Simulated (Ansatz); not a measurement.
Two structures of GaNH6, closed shell, reached by relaxing down either side of one saddle point (PBE0-D4/def2-TZVP). Energies are electronic, without zero-point energy. Computed with Ansatz 0.2.0 (basis: def2-TZVPP and def2-QZVPP); correlated methods freeze the cores. Filled d shells of the heavier atoms are correlated. The def2 sets are not built for correlating such inner shells, so the correlated values are less sure here. Extrapolation: Hartree–Fock as exp(−7.88 √X), correlation as X^−2.97. First:

Ga1  (-0.763, 0.247, -0.789)
H2  (-0.126, -0.569, -1.985)
H3  (-0.591, 1.819, -0.789)
H4  (-2.036, -0.360, -0.073)
H5  (1.617, 0.094, 0.441)
N6  (0.697, -0.225, 0.720)
H7  (0.741, -1.226, 0.875)
H8  (0.460, 0.221, 1.599)
(Å)

Second:

```csv
atom,x (Å),y (Å),z (Å)
Ga1,-0.8972,0.3668,0.0752
H2,0.7954,-0.4988,-2.4038
H3,-0.8509,1.8094,-0.5195
H4,-1.8872,-0.7705,-0.3289
H5,1.1928,-0.6135,-1.7809
N6,0.3038,-0.0194,1.3796
H7,0.3612,-0.9082,1.8464
H8,0.9819,0.6342,1.7317
```

Question: Which bonds change from the first to the second?

Answer: GaH₃ + NH₃ → GaNH₄ ([NH2][GaH2]) + H₂; bonds formed: H2–H5; dative contacts that become bonds: Ga1–N6; bonds broken: Ga1–H2, H5–N6.

Question: Give the saddle point's structure and its height above each. (To be estimated.)

Answer: Computed: 38.74 kcal/mol above the first and 25.25 kcal/mol above the second (CCSD(T) at an estimated basis limit (MP2 extrapolated from triple and quadruple zeta, plus CCSD(T) − MP2 in triple zeta)).
```tsv
atom	x (Å)	y (Å)	z (Å)
Ga1	-0.8288	0.3033	-0.4036
H2	0.5610	-0.3358	-1.4777
H3	-0.9114	1.8348	-0.6896
H4	-1.9589	-0.7681	-0.4971
H5	0.8774	-0.3936	-0.5467
N6	0.6235	-0.1882	0.8421
H7	0.5106	-0.9920	1.4431
H8	1.1264	0.5396	1.3295
```

The T1 diagnostic stays at or below 0.014.

The step is the kind of exchange with an N–H group that builds nitride films in atomic layer and chemical vapour deposition.

Labels in which every atom is bracketed show which atoms are joined, not bond orders.

For scale, one of the runs: CCSD(T)/def2-TZVPP, 163 basis functions, launched by `ansatz run in.yaml --threads 2 --pin off --events-out ev --progress --plain --max-ram 4352MiB`. Hardware: 2 CPU threads of an Intel Xeon Platinum 8488C, shared host. Wall time 17 s; peak host memory 1.3 GiB.
